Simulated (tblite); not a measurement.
Species: C8H12P (charge +1).
SMILES: `C[P+](C#CC)(C)C#CC`

The geometry is computed with GFN2-xTB (gas phase).

Masses are those of the commonest isotopes; rigid-rotor values at the optimised geometry. 

Problem. Give the principal moments of inertia and the rotational constants in MHz.

Solution. Ia = 322.10, Ib = 663.56, Ic = 833.07 u·Å²; 505379 MHz·u·Å²/I gives A = 1569, B = 761.6, C = 606.6 MHz.

Problem. What kind of rotor is it?

Solution. An asymmetric top: κ = (2 × 761.6 − 1569 − 606.6)/(1569 − 606.6) = -0.68.

Problem. Is it planar, by Δ = Ic − Ia − Ib?

Solution. Not planar: Δ = Ic − Ia − Ib = -152.59 u·Å². For a rigid frame Δ = −2 Σ m c², so Σ m c² = 76.30 u·Å² lies off the ab plane: 23.46 from hydrogen and 52.84 from heavier atoms. The atom farthest from that plane is 2.37 Å away.

Problem. Give the other two planar moments, Paa and Pbb, and the rms extents of the mass along the axes.

Solution. Paa = Σ m a² = (Ib + Ic − Ia)/2 = 587.27 and Pbb = Σ m b² = (Ia + Ic − Ib)/2 = 245.81 u·Å². With the mass M = 139.07 u, the rms extents √(P/M) along a, b and c are 2.05, 1.33, 0.74 Å.

Problem. Give the coordinates in the principal-axis frame, origin at the centre of mass.

Solution. The sense of each axis is arbitrary; atoms in the order of the calculation.
```json
{"atom": "C1", "mass (u)": "12.000", "a (Å)": "3.570", "b (Å)": "1.738", "c (Å)": "0.000"}
{"atom": "C2", "mass (u)": "12.000", "a (Å)": "2.400", "b (Å)": "0.918", "c (Å)": "0.000"}
{"atom": "C3", "mass (u)": "12.000", "a (Å)": "1.419", "b (Å)": "0.212", "c (Å)": "0.001"}
{"atom": "P4", "mass (u)": "30.974", "a (Å)": "0.000", "b (Å)": "-0.790", "c (Å)": "0.000"}
{"atom": "C5", "mass (u)": "12.000", "a (Å)": "0.000", "b (Å)": "-1.828", "c (Å)": "-1.484"}
{"atom": "C6", "mass (u)": "12.000", "a (Å)": "-0.001", "b (Å)": "-1.828", "c (Å)": "1.484"}
{"atom": "C7", "mass (u)": "12.000", "a (Å)": "-1.418", "b (Å)": "0.213", "c (Å)": "0.000"}
{"atom": "C8", "mass (u)": "12.000", "a (Å)": "-2.399", "b (Å)": "0.919", "c (Å)": "0.000"}
{"atom": "C9", "mass (u)": "12.000", "a (Å)": "-3.570", "b (Å)": "1.739", "c (Å)": "0.000"}
{"atom": "H10", "mass (u)": "1.008", "a (Å)": "4.054", "b (Å)": "1.695", "c (Å)": "-0.976"}
{"atom": "H11", "mass (u)": "1.008", "a (Å)": "3.298", "b (Å)": "2.771", "c (Å)": "0.216"}
{"atom": "H12", "mass (u)": "1.008", "a (Å)": "4.269", "b (Å)": "1.389", "c (Å)": "0.759"}
{"atom": "H13", "mass (u)": "1.008", "a (Å)": "-0.001", "b (Å)": "-1.195", "c (Å)": "-2.371"}
{"atom": "H14", "mass (u)": "1.008", "a (Å)": "0.891", "b (Å)": "-2.456", "c (Å)": "-1.490"}
{"atom": "H15", "mass (u)": "1.008", "a (Å)": "-0.891", "b (Å)": "-2.456", "c (Å)": "-1.490"}
{"atom": "H16", "mass (u)": "1.008", "a (Å)": "-0.003", "b (Å)": "-1.196", "c (Å)": "2.371"}
{"atom": "H17", "mass (u)": "1.008", "a (Å)": "0.891", "b (Å)": "-2.455", "c (Å)": "1.491"}
{"atom": "H18", "mass (u)": "1.008", "a (Å)": "-0.891", "b (Å)": "-2.458", "c (Å)": "1.488"}
{"atom": "H19", "mass (u)": "1.008", "a (Å)": "-3.447", "b (Å)": "2.559", "c (Å)": "-0.707"}
{"atom": "H20", "mass (u)": "1.008", "a (Å)": "-4.438", "b (Å)": "1.147", "c (Å)": "-0.289"}
{"atom": "H21", "mass (u)": "1.008", "a (Å)": "-3.734", "b (Å)": "2.150", "c (Å)": "0.995"}
```

Problem. Where do the levels up to J = 4 lie, in MHz?

Solution. Above 0(0,0):
J = 1: 1(0,1) 1368, 1(1,1) 2176, 1(1,0) 2331
J = 2: 2(0,2) 4085, 2(1,2) 4757, 2(1,1) 5222, 2(2,1) 7644, 2(2,0) 7665
J = 3: 3(0,3) 8111, 3(1,3) 8618, 3(1,2) 9546, 3(2,2) 11749, 3(2,1) 11848, 3(3,1) 16185, 3(3,0) 16187
J = 4: 4(0,4) 13399, 4(1,4) 13745, 4(1,3) 15283, 4(2,3) 17206, 4(2,2) 17490, 4(3,2) 21694, 4(3,1) 21706, 4(4,1) 27856, 4(4,0) 27857
Those of J = 1 are B + C, A + C and A + B.

Its lowest GFN2-xTB frequency is 10i cm⁻¹, too small to tell a flat minimum from a shallow saddle. Zero-point vibration and centrifugal distortion are left out.
